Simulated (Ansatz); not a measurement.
Computed with Ansatz.

A structure relaxed at PBE0-D4/def2-TZVP, charge 0, multiplicity 2:

```xyz
7

C    -0.404   -0.347   -0.715
Si   -0.137    0.317    1.006
Cl    0.415    2.296    0.880
Br    1.487   -0.834    2.001
H    -0.691   -1.399   -0.670
H    -1.192    0.221   -1.215
H     0.522   -0.253   -1.288
```

Q: Give its formula and SMILES.

A: CH3BrClSi, `C[Si](Cl)Br`.

Q: Summarise the bond lengths by kind.

A: 1 × C–Si 1.865 Å; 3 × C–H 1.091 to 1.093 Å; 1 × Cl–Si 2.058 Å; 1 × Br–Si 2.226 Å.
